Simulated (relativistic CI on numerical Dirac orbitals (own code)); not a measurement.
**Sensitivity of the levels of Sm36+ to α and to the nuclear radius**

These numbers are calculated, not measured: Dirac-Coulomb-Breit CI, separate exchange-only KLI orbitals for each configuration, derivatives by finite differences, unscaled Slater integrals, QED left out (own radial code, finite nucleus).

CI space (outside the closed core [Ne]): 3s2.3p6.3d8, 3s2.3p5.3d9, 3s2.3p4.3d10, 3s.3p6.3d9, 3p6.3d10, 3s.3p5.3d10, 3s2.3p6.3d7.4s, 3s2.3p6.3d7.4p. Levels of other configurations are missing.

With x = (α/α₀)² − 1 an excitation energy changes as ω = ω₀ + qx; K = 2q/ω₀ is the relative enhancement. Terms are leading LS components, so labels can repeat. The field-shift factor is F = δν/δ⟨r²⟩ for the transition from the lowest level.

Lowest level 3s2.3p6.3d8 3F_4.

| Level | ω₀ (cm⁻¹) | q (cm⁻¹) | K | F (GHz/fm²) |
| --- | --- | --- | --- | --- |
| 3s2.3p6.3d8 1D_2 | 57297 | 27.59 | 0.000963 | -0.0145 |
| 3s2.3p6.3d8 3P_0 | 170764 | 21270 | 0.249 | 0.682 |
| 3s2.3p6.3d8 3F_3 | 212308 | 224000 | 2.11 | 3.11 |
| 3s2.3p6.3d8 3P_2 | 270363 | 228700 | 1.69 | 3.28 |
| 3s2.3p6.3d8 3P_1 | 303951 | 228900 | 1.51 | 3.41 |
| 3s2.3p6.3d8 1G_4 | 313181 | 215800 | 1.38 | 3.36 |
| 3s2.3p6.3d8 3F_2 | 469574 | 447100 | 1.9 | 6.17 |
| 3s2.3p6.3d8 1S_0 | 628937 | 439500 | 1.4 | 6.53 |
| 3s2.3p5.3d9 3F°_4 | 2497845 | 290400 | 0.233 | 12.8 |
| 3s2.3p5.3d9 1D°_2 | 2558819 | 303000 | 0.237 | 12.6 |
| 3s2.3p5.3d9 3D°_3 | 2655280 | 324600 | 0.244 | 13.6 |
| 3s2.3p5.3d9 3P°_1 | 2728291 | 319400 | 0.234 | 10.3 |
| 3s2.3p5.3d9 3D°_2 | 2817566 | 515100 | 0.366 | 15.8 |
| 3s2.3p5.3d9 3P°_0 | 2857583 | 525300 | 0.368 | 15.5 |
| 3s2.3p5.3d9 3F°_3 | 2877216 | 523500 | 0.364 | 13.4 |
| 3s2.3p5.3d9 3D°_1 | 2879375 | 511200 | 0.355 | 15 |
| 3s2.3p5.3d9 3P°_2 | 3668832 | 1.502e+06 | 0.819 | -59.9 |
| 3s2.3p5.3d9 1F°_3 | 3733932 | 1.47e+06 | 0.787 | -56.6 |
| 3s2.3p5.3d9 3F°_2 | 3783146 | 1.718e+06 | 0.908 | -55.8 |
| 3s2.3p5.3d9 3D°_1 | 3988632 | 1.734e+06 | 0.869 | -59.2 |
| 3s.3p6.3d9 1D_2 | 5074875 | 1.305e+06 | 0.514 | -1250 |
| 3s.3p6.3d9 3D_3 | 5083151 | 1.678e+06 | 0.66 | -1940 |
| 3s.3p6.3d9 3D_2 | 5219891 | 1.311e+06 | 0.502 | -1130 |

At this charge energies of transitions that change n are usually good to better than 1 %, and those within a shell (Δn = 0) to a few per cent. Terms inside the open d or f shell come out 10 to 20 % too wide with unscaled integrals.
